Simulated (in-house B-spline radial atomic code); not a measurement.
# RPA and G0W0 on PBE: Mn7+

Configuration [Ne] 3s2 3p6, mean-field start PBE. Computed with a B-spline radial code for spherical atoms: all electrons, non-relativistic, point nucleus, each spin shell either full or empty, empty states to l = 9 with an (l + 1/2)⁻⁴ tail; G0W0 by contour deformation at full frequency.

Command:
```bash
python run_gw.py task.json out
```
Settings (radii: box in bohr, nucleus in fm):
```
Z                        25
electrons                18
configuration            [Ne] 3s2 3p6
hamiltonian              nr
method                   pbe,pbe
lmax                     9
spin_polarised           False
box_radius               8.41
intervals                48
```

Cost of the run: 1.6 s on 1 thread of Intel(R) Xeon(R) Platinum 8488C, with other jobs on the host.

Energies (hartree):

```json
{"term": "mean-field total", "value": "-1136.09428"}
{"term": "Hartree-Fock functional on these orbitals", "value": "-1135.55065"}
{"term": "direct second order", "value": "-1.4459"}
{"term": "second-order exchange", "value": "0.48013"}
{"term": "SOSEX correction", "value": "0.43778"}
```

Question: What is the RPA correlation energy, and what remains with SOSEX?

Answer: RPA gives -1.2618 hartree (-1.91 eV per electron); RPA + SOSEX gives -0.82398, and the second-order doubles -0.96579 hartree (no singles). RPA lacks exchange-type terms and so overcorrelates at short range.

Quasi-particle levels (eV):

```tsv
level	occupied	mean field	Σx - vxc	Σc	QP weight	G0W0
3p	yes	-182.64	-12.69	?	?	?
2p	yes	-775.43	-48.55	11.81	0.898	-812.17
3d	no	-132.51	15.77	-3.43	0.970	-120.17
```

G0W0 = mean field + (Σx - vxc) + Σc, with Σc (partial-wave tail included) taken at the quasi-particle energy. Only the outer levels were computed. Levels of low weight are left out.

Question: Where does G0W0 put 3p?

Answer: At -195.61 eV, with Σc = -0.27 eV and a quasi-particle weight of 0.956. The tabulated removal energy is 195.5 ± 0.3 eV (NIST, semi-empirical); the calculation leaves out relativity, Breit and QED terms, and what these don't explain is the method's own error.
